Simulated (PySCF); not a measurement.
W(NH)(S)(Cl)(Me) (CH4ClNSW), SMILES [CH3][W](=[NH])(=[S])[Cl], multiplicity 1. Coordinates come from a PBE-D3(BJ)/def2-SVP optimisation. The multiplicity is an assumed one; no other spin state was optimised. The structure was generated by enumeration; whether it is a known compound was not checked. The def2 effective core potentials stand for the cores of W; spin–orbit coupling is left out.

Method: PySCF 2.14.0 with PBE-D3(BJ)/def2-SVP.

Harmonic wavenumbers (cm⁻¹): 113, 135, 169, 188, 220, 241, 385, 505, 536, 543, 592, 627, 694, 978, 1153, 1340, 1354, 2951, 3054, 3082, 3524. Rotational constants (GHz): 2.407, 1.583, 1.331; symmetry number 1.

Problem. Work out the zero-point energy and the ideal-gas rigid-rotor harmonic-oscillator thermochemistry at 298.15 K and 1 atm.

Solution. ZPE = ½ Σ hcν = ½ × 22386 cm⁻¹ = 133.90 kJ/mol. H − E(el) = 157.04 kJ/mol. Entropy in J/(mol K): translation 179.08, rotation 119.41, vibration 78.27, total 376.77. G − E(el) = 44.71 kJ/mol. Cp = 116.95 J/(mol K). Modes under 150 cm⁻¹ make the vibrational entropy uncertain.
